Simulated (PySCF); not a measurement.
Cr(OH) (CrHO), SMILES [OH][Cr] (connectivity only; charge and spin as stated), neutral, multiplicity 6.

Geometry: PBE-D3(BJ)/def2-TZVP. The spin state was assumed, not searched.

Two levels are set side by side: PBE/def2-TZVPD (PySCF) and M06-2X/def2-TZVPD (PySCF). Same geometry, gas phase. Differences are taken from unrounded values.

```json
[
 {"quantity": "α-spin orbital gap (eV)", "M06-2X": "5.46", "PBE": "1.24", "PBE minus M06-2X": "-4.22"},
 {"quantity": "β-spin orbital gap (eV)", "M06-2X": "4.21", "PBE": "4.51", "PBE minus M06-2X": "0.29"},
 {"quantity": "dipole moment (D)", "M06-2X": "3.13", "PBE": "2.48", "PBE minus M06-2X": "-0.65"},
 {"quantity": "mean polarisability (bohr³)", "M06-2X": "76.8", "PBE": "58.4", "PBE minus M06-2X": "-18.5"}
]
```

Rough cost on one machine, each run with all the roots and properties that it gave: M06-2X against PBE within a factor of 2.
